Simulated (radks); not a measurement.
Species: Ho IV. Configuration: [Xe] 4f7 5d1 6s1 6p1 (not the ground configuration). Calculated with a radial shooting solver on a logarithmic mesh with Libxc functionals: scalar-relativistic Kohn-Sham, SCAN, spin-unpolarised, spherical densities, finite nucleus; meta-GGA in the generalised Kohn-Sham scheme; Fermi nuclear charge, rms radius 5.2022 fm.

X-ray form factor f0, the Fourier transform of the density (f0(0) = 64):

| sin(theta)/lambda (1/angstrom) | f0 (electrons) |
|---|---|
| 0.05 | 63.113 |
| 0.1 | 60.794 |
| 0.15 | 57.745 |
| 0.2 | 54.509 |
| 0.25 | 51.313 |
| 0.3 | 48.216 |
| 0.4 | 42.463 |
| 0.5 | 37.527 |
| 0.6 | 33.422 |
| 0.8 | 27.007 |
| 1 | 22.304 |
| 1.25 | 18.364 |
| 1.5 | 15.872 |
| 2 | 12.371 |
